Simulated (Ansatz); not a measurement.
`BB(O)S` and `BB(C)O` differ in one atom or group.

Ansatz, PBE0-D4/def2-TZVP geometries, multiplicity 1. Each molecule was computed in one conformer, which needn't be the lowest.

```tsv
property	`BB(O)S`
HOMO–LUMO gap (PBE/def2-TZVPP) / eV	3.35
HOMO energy (PBE0/def2-TZVPP) / eV	-7.68
size of the dipole moment (PBE/def2-TZVPP) / D	1.77
size of the dipole moment (ωB97M-V/def2-TZVPP) / D	2.05
LUMO energy (ωB97M-V/def2-TZVPP) / eV	-0.26
size of the dipole moment (B3LYP/def2-TZVPP) / D	1.97
```

(1) Give the same properties after the change, and the shifts. (Estimate.)

## Answers

(1) Ansatz gave: 
| property | `BB(C)O` | shift |
| --- | --- | --- |
| HOMO–LUMO gap (PBE/def2-TZVPP) / eV | 3.41 | 0.06 |
| HOMO energy (PBE0/def2-TZVPP) / eV | -7.66 | 0.02 |
| size of the dipole moment (PBE/def2-TZVPP) / D | 0.87 | -0.90 |
| size of the dipole moment (ωB97M-V/def2-TZVPP) / D | 0.99 | -1.06 |
| LUMO energy (ωB97M-V/def2-TZVPP) / eV | 0.00 | 0.26 |
| size of the dipole moment (B3LYP/def2-TZVPP) / D | 0.97 | -1.00 |

The zero-point energy changes by 70.1 kJ/mol with +6 modes. Dipoles are sizes alone; their direction can turn.

B3LYP here is the variant with VWN-RPA as its local correlation; programs differ in this.
